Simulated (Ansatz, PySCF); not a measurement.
This Ansatz (an electronic-structure program) input computes a PBE/def2-TZVPD energy:

Ansatz 0.2 input:
```yaml
crystal:
  periodic: [false, false, false]
  atoms:
    - {symbol: Si, position_ang: [0.13654143, -0.02620673, -0.09218296]}
    - {symbol: O, position_ang: [1.43418357, -0.52612084, -0.78413738]}
    - {symbol: O, position_ang: [0.38602750, 0.52000781, 1.50110581]}
    - {symbol: O, position_ang: [-0.64709147, 1.23116756, -0.91174043]}
    - {symbol: N, position_ang: [-1.23459484, -1.12926306, 0.20133589]}
    - {symbol: H, position_ang: [1.33955656, 0.56273030, 1.61735775]}
    - {symbol: H, position_ang: [-1.51225398, 1.37041286, -0.51569596]}
    - {symbol: H, position_ang: [-1.44826526, -1.68664601, -0.61812344]}
    - {symbol: H, position_ang: [-1.03341036, -1.77519765, 0.95584772]}
basis:
  gaussian:
    orbitals: def2-TZVPD
hamiltonian:
  xc: {name: PBE}
total_charge: -1
output: {forces: true}
```

Question: Write an input for the same energy in PySCF and say what it gives.

Answer: 
```python
from pyscf import gto, scf, dft

mol = gto.M(
    atom='''
    Si    0.13654143   -0.02620673   -0.09218296
    O     1.43418357   -0.52612084   -0.78413738
    O     0.38602750    0.52000781    1.50110581
    O    -0.64709147    1.23116756   -0.91174043
    N    -1.23459484   -1.12926306    0.20133589
    H     1.33955656    0.56273030    1.61735775
    H    -1.51225398    1.37041286   -0.51569596
    H    -1.44826526   -1.68664601   -0.61812344
    H    -1.03341036   -1.77519765    0.95584772
    ''',
    basis='def2-tzvpd',
    charge=-1,
    spin=0,
    verbose=4,
)

mf = dft.RKS(mol, xc='pbe').density_fit(auxbasis='def2-universal-jkfit')
mf.grids.level = 3
mf.conv_tol = 1e-9
mf.max_cycle = 100
mf.max_memory = 1500
mf.kernel()
if not mf.converged:
    mf = mf.newton()
    mf.kernel(mf.make_rdm1())
mf.analyze()
```
It gives -572.23979 Eh, and Ansatz -572.23968 Eh, a difference of 0.11 mEh, from the treatment of integrals and grids.

It need not be the lowest isomer of its formula. Whether it binds its extra electron was not tested at this geometry.
